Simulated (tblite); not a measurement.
C₆H₁₀O₂S₂.
Numbering: `[CH3:1][C@:2]1([S:3]([CH3:4])(=[O:5])=[O:6])[CH2:7][CH2:8][C:9]1=[S:10]` (hydrogens: H11, H12, H13 on C1; H14, H15, H16 on C4; H17, H18 on C7; H19, H20 on C8)

The geometry is computed with GFN2-xTB (gas phase).

Question: Give the optimised bond lengths and angles.

Answer: 
| bond | length (pm) |
| --- | --- |
| C1–C2 | 150.5 |
| C2–S3 | 186.3 |
| S3–C4 | 181.5 |
| S3=O5 | 143.6 |
| S3=O6 | 143.5 |
| C2–C7 | 153.7 |
| C7–C8 | 154.1 |
| C8–C9 | 149.6 |
| C9=S10 | 161.3 |
| C2–C9 | 148.3 |
| C1–H11, C1–H12, C1–H13 | 108.8 |
| C4–H14, C4–H15, C4–H16 | 108.2 |
| C7–H17 | 108.8 |
| C7–H18 | 108.7 |
| C8–H19 | 108.9 |
| C8–H20 | 109.1 |

Bonds in one row agree within 1 pm and their mean is given. A selection of angles:
| angle | degrees |
| --- | --- |
| C2–C1–H11 | 110.5 |
| H11–C1–H12 | 108.9 |
| H11–C1–H13 | 108.2 |
| C1–C2–S3 | 107.9 |
| C1–C2–C7 | 122.8 |
| C1–C2–C9 | 122.4 |
| S3–C2–C7 | 105.7 |
| S3–C2–C9 | 106.8 |
| C7–C2–C9 | 89.0 |
| C2–S3–C4 | 105.6 |
| C2–S3–O5 | 107.2 |
| C2–S3–O6 | 108.6 |
| C4–S3–O5 | 108.8 |
| C4–S3–O6 | 108.7 |
| O5–S3–O6 | 117.3 |
| S3–C4–H14 | 108.4 |
| H14–C4–H15 | 111.9 |
| H15–C4–H16 | 110.5 |
| C2–C7–C8 | 88.6 |
| C2–C7–H17 | 113.1 |
| C2–C7–H18 | 114.1 |
| C8–C7–H17 | 113.8 |
| C8–C7–H18 | 115.9 |
| H17–C7–H18 | 110.0 |
| C7–C8–C9 | 88.4 |
| C7–C8–H19 | 117.7 |
| C7–C8–H20 | 112.9 |
| C9–C8–H19 | 116.0 |
| C9–C8–H20 | 111.3 |
| H19–C8–H20 | 109.3 |
| C8–C9–S10 | 135.2 |
| C2–C9–C8 | 92.4 |
| C2–C9–S10 | 132.5 |

Torsions: C1–C2–S3–C4 60° (synclinal); C1–C2–C7–C8 -138° (anticlinal); C2–C7–C8–C9 9° (synperiplanar); C7–C8–C9–S10 169° (antiperiplanar); C1–C2–C9–C8 139° (anticlinal).

The C–S distances run from 1.613 Å (C9=S10, drawn double) to 1.863 Å (C2–S3, drawn single), a spread of 0.250 Å. The 4-membered ring C2–C7–C8–C9 has internal angles of 88.4° to 92.4° (sum 358°, against 360° for a flat polygon); it is slightly puckered (a soft mode that the optimisation may not have finished), 0.06 Å rms from its mean plane, widest ring torsion 10°. S3 (sulfonyl sulfur) is distorted tetrahedral (angles from 105.6° to 117.3°). The C–C distances run from 1.483 Å (C2–C9, drawn single) to 1.541 Å (C7–C8, drawn single), a spread of 0.058 Å. Of the pairs four or more bonds apart, S10···H15 is among the closest relative to their van der Waals radii: 2.75 Å, 92 % of the sum of Bondi's values.

Point group: C1 (no symmetry element, even within 0.4 Å). Its GFN2-xTB frequencies are all real (lowest 57 cm⁻¹). One conformer, not necessarily the lowest.

Time: 1.2 s of wall time. Hardware: one thread, Arm Neoverse V1 (aarch64), shared host with 32 logical CPUs at a one-minute load of 27. That covers the optimisation of the geometry.
